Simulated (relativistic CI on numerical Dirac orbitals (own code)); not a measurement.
## Hyperfine structure of Xe18+, mass number 129

Method of calculation: Dirac-Coulomb-Breit CI, separate exchange-only KLI orbitals for each configuration, model QED (radiative potential, 1s self-energy scaled to tabulated hydrogen-like ionisation energies), unscaled Slater integrals (own radial code, finite nucleus).

Configurations in the expansion (outside the closed core [Ar] 3d10): 4s²4p⁶, 4s²4p⁵4d, 4s4p⁶4d, 4s²4p⁵4f, 4s4p⁶4f, 4s²4p⁵5s, 4s²4p⁵5p, 4p⁶4d², 4p⁵4d³, 4p⁵4d²4f, 4p⁵4d²5s, 4p⁵4d²5p, 4p⁶4f², 4p⁵4d4f², 4p⁵4f³, 4p⁵4f²5s, 4p⁵4f²5p. Double excitations out of closed p, d and f shells are left out; levels of such configurations are missing from the list, as are those of other unlisted configurations, and high levels can miss mixing partners.

Nuclear spin I = 1/2, μ = -0.77796 μN (tables of Stone and Pyykkö). The electronic factors are computed for point nuclear moments, without core polarisation or the Bohr-Weisskopf and QED corrections.

```
        Level  E (cm⁻¹)  A (MHz)
4s²4p⁵4d ³P°1    653171    -7721
4s²4p⁵4d ³F°3    674598   -15370
4s²4p⁵4d ³F°4    681422   -10380
4s²4p⁵4d ³D°3    722689    -9001
4s²4p⁵4d ³D°1    762977     6111
4s²4p⁵4d ³F°2    793328   -39550
4s²4p⁵4d ¹P°1    953455    18590
  4s4p⁶4d ³D1   1252500    98070
```

Levels with J = 0, under 50 % of one LS term, or S terms without an open s electron are left out. Small factors come from cancelling terms and can be off by tens of per cent or more.

At this charge energies of transitions that change n are usually good to better than 1 %, and those within a shell (Δn = 0) to a few per cent.

**Question.** Give the hyperfine levels of 4s²4p⁵4d ³F°3 relative to its centre of gravity.

**Answer.** With K = F(F + 1) − I(I + 1) − J(J + 1), E = AK/2: F = 5/2: 30730, F = 7/2: -23050 MHz.

LS names give the leading component of a level, which can be under half, so a name can repeat, a term be missing and a line seem to break the LS rules.
